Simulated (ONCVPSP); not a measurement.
**Pt (Z = 78): one change to an ONCV potential, before and after**

| Quantity | Value |
| --- | --- |
| Element | Pt |
| Generator | ONCVPSP 4.0.1 |
| Type | optimised norm-conserving Vanderbilt (ONCV) |
| Functional | LDA (Perdew-Zunger) |
| Relativity | scalar-relativistic |
| Frozen core | [Kr] 4d10 4f14 |
| Valence charge | 18 |
| Reference configuration | 5s2 5p6 5d7 (charge +3) |
| Partial waves | 5s: rc 1.50 bohr, ncon 4, nbas 9, qcut 6.4 1/bohr, 2 projectors, debl 0.5 Ha; 5p: rc 1.25 bohr, ncon 4, nbas 7, qcut 7.6 1/bohr, 2 projectors, debl 2.7 Ha; 5d: rc 1.80 bohr, ncon 4, nbas 9, qcut 8.6 1/bohr, 2 projectors, debl 0.5 Ha |
| Local potential | polynomial inside 1.20 bohr (lpopt 5, dvloc0 2 Ha) |
| Core correction | none |

In the s channel the program set the typed energies aside and used -5.051, 0.050 Ha. In the p channel the program set the typed energies aside and used -3.350, 0.250 Ha. In the d channel the program set the typed energies aside and used -1.435, 0.250 Ha.

Change: s: nproj 1. In the p channel the program set the typed energies aside and used -3.350, 0.250 Ha. In the d channel the program set the typed energies aside and used -1.435, 0.250 Ha.

Cutoffs: the cutoffs (Ha) at which the residual kinetic energy of the hardest occupied pseudo-wave falls to 1 and 0.1 mHa per electron; they do not see the model core or the augmentation charge, which bear on the density cutoff. Errors are all-electron minus pseudo energies relative to the spin-unpolarised reference configuration.

**Question.** How do hardness, ghosts and transferability respond?

**Answer.** The potential gets neither clearly harder nor softer (51 Ha and 92 Ha → 51 Ha and 92 Ha); the number of tests with a reliable result goes from 4 to 2; the range in which the s phases agree narrows (upper end at the end of the scan → -2.8); neither file shows a bound ghost.

| quantity | base | changed |
| --- | --- | --- |
| cutoff, loose | 51 Ha | 51 Ha |
| cutoff, tight | 92 Ha | 92 Ha |
| bound ghosts | none | none |
| GHOST(+) flags under 300 eV | s at 169.6 eV | none |
| tests with a reliable result | 4 of 4 | 2 of 4 |
| error for 5s2 5p6 5d9, meV [ΔE -52.77 eV] | +7.9 | +8.3 |
| error for 5s2 5p6 5d8, meV [ΔE -32.51 eV] | +6.2 | +6.4 |
| s: phases at 1.52 bohr within 0.05 rad from the reference energy up to (Ha; the scan ends near 5) | to the end of the scan | -2.8 |
| p: phases at 1.27 bohr within 0.05 rad from the reference energy up to (Ha; the scan ends near 5) | to the end of the scan | to the end of the scan |
| d: phases at 1.83 bohr within 0.05 rad from the reference energy up to (Ha; the scan ends near 5) | to the end of the scan | to the end of the scan |
